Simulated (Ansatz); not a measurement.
A made-up structure of SiH2O2F (charge -1), closed shell:

```tsv
atom	x (Å)	y (Å)	z (Å)
O1	0.4366	-1.2791	-1.0043
Si2	-0.1117	0.0259	-0.3752
O3	0.3330	0.2603	1.2354
F4	-1.7416	0.1731	-0.3039
H5	0.2373	1.3312	-1.0385
H6	0.9726	-2.0858	-1.0570
```

It is relaxed with PBE-D4/def2-SVPD and then PBE0-D4/def2-TZVPD (Ansatz 0.2.0). Atoms count as bonded within 1.22 times the sum of their covalent radii (H–H: 0.88 Å). The end point is not checked to be a true minimum.

(1) Does its bonding change? (A judgement: the text doesn't fix the answer.)

Answers

(1) Computed: No: no bond forms or breaks.

Where it ends: The first stage lowers the energy by 1.50 eV in 12 steps. It ends as SiH₂O₂F ([O][SiH]([OH])[F]), total charge -1:
O1  (0.353, -1.223, -1.243)
Si2  (-0.092, 0.079, -0.267)
O3  (0.467, 0.014, 1.176)
F4  (-1.723, 0.076, -0.418)
H5  (0.244, 1.286, -1.102)
H6  (0.878, -1.807, -0.689)
(Å)

Labels in which every atom is bracketed show which atoms are joined, not bond orders.

For scale, one of the runs: PBE0-D4/def2-TZVPD relaxation, 181 basis functions, launched by `ansatz run in.yaml --threads 2 --pin off --events-out ev --progress --plain --max-ram 4352MiB`. Hardware: 2 CPU threads of an Arm Neoverse V2, shared host. Wall time about 22 s.
